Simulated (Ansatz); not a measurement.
Isolated molecules relaxed with PBE0-D4/def2-TZVP in Ansatz; ΔE leaves out vibrations. CCSD(T)/CBS adds triple-zeta CCSD(T) − MP2 to the extrapolated MP2 energy (def2 sets, frozen cores). DFT in def2-TZVPP. B3LYP here is the variant with VWN-RPA as its local correlation; programs differ in this. Each species was taken in one conformer, which may not be the lowest.

`O=C[SiH2]CS` → `SC1OC[SiH2]1`  (isomerisation)

`O=C[SiH2]CS`:

Cartesian coordinates in Å:
```
O 0.314 -1.993 0.808
C -0.691 -1.330 0.895
Si -0.915 0.349 -0.021
C 0.655 0.766 -0.945
S 2.050 0.932 0.207
H -1.538 -1.714 1.515
H -1.251 1.391 0.983
H -2.086 0.158 -0.926
H 0.885 0.040 -1.727
H 0.551 1.740 -1.429
H 2.029 -0.340 0.639
```

`SC1OC[SiH2]1`:

Z-matrix (Å, degrees):
```
C
O 1 1.432
S 1 1.805 2 114.9
Si 1 1.902 2 89.4 3 113.9
H 1 1.090 2 109.4 3 -123.8
C 2 1.447 1 103.9 3 -97.1
H 3 1.345 1 97.3 2 -69.2
H 4 1.486 1 119.0 2 -129.3
H 4 1.486 1 114.4 2 97.9
H 6 1.091 2 109.9 1 -138.5
H 6 1.095 2 111.1 1 100.5
```

```csv
level,ΔE (kJ/mol),difference from CCSD(T)/CBS
PBE-D4,61.7,-6.6
r2SCAN-D4,64.4,-3.9
PBE0-D4,58.0,-10.3
B3LYP-D4,76.1,7.8
ωB97X-V,62.0,-6.3
ωB97M-V,65.9,-2.4
B2PLYP,75.0,6.7
PBE,62.2,-6.1
r2SCAN,64.4,-3.9
PBE0,58.2,-10.1
B3LYP,77.0,8.7
HF/def2-TZVPP,92.1,23.8
MP2/def2-TZVPP,66.7,-1.6
SCS-MP2/def2-TZVPP,73.0,4.7
CCSD/def2-TZVPP,72.5,4.2
CCSD(T)/def2-TZVPP,71.1,2.8
HF/def2-QZVPP,91.6,23.3
MP2/def2-QZVPP,64.8,-3.5
SCS-MP2/def2-QZVPP,71.4,3.1
HF/CBS(def2),91.6,23.3
MP2/CBS(def2),63.8,-4.5
CCSD/CBS(def2),69.6,1.3
CCSD(T)/CBS,68.3,0
```

Largest T1 diagnostic among the species: 0.014.

In def2-TZVPP, CCSD(T) changes the Hartree–Fock value by −21.0 kJ/mol (the triples alone add −1.4 kJ/mol) and MP2 by −25.5 kJ/mol. From PBE to PBE0 (25 % exact exchange), in def2-TZVPP and without D4, ΔE moves by −4.0 kJ/mol.
